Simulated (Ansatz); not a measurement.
Calculated with Ansatz (gas phase, PBE0-D4/def2-TZVP geometries, no zero-point term in ΔE). CCSD(T)/CBS adds triple-zeta CCSD(T) − MP2 to the extrapolated MP2 energy (def2 sets, frozen cores). Functionals use def2-TZVPP. Each species was taken in one conformer, which may not be the lowest.

Consider the isomerisation: `C=C[C](=C)[AlH2]` → `C#[C][Al]([CH3])[CH3]`.

| level | ΔE (eV) |
| --- | --- |
| ωB97X-V | -0.72 |
| r2SCAN | -0.76 |
| CCSD(T)/def2-TZVPP | -0.77 |
| MP2/CBS(def2) | -0.94 |

(1) What does CCSD(T)/CBS give? (Best estimate.)

Largest T1 diagnostic among the species: 0.012.

Answers

(1) Ansatz gave: -0.80 eV. The listed levels differ from it by 0.08, 0.04, 0.03, -0.14 eV.

In def2-TZVPP, CCSD(T) changes the Hartree–Fock value by −0.08 eV (the triples alone add +0.02 eV) and MP2 by −0.22 eV. The D4 term adds +0.08 eV with B3LYP and +0.04 eV with PBE0; it sums over pairs of atoms, weighted by their polarisabilities, and B3LYP, whose exchange is more repulsive, gets the larger term.

B3LYP here is the variant with VWN-RPA as its local correlation; programs differ in this.
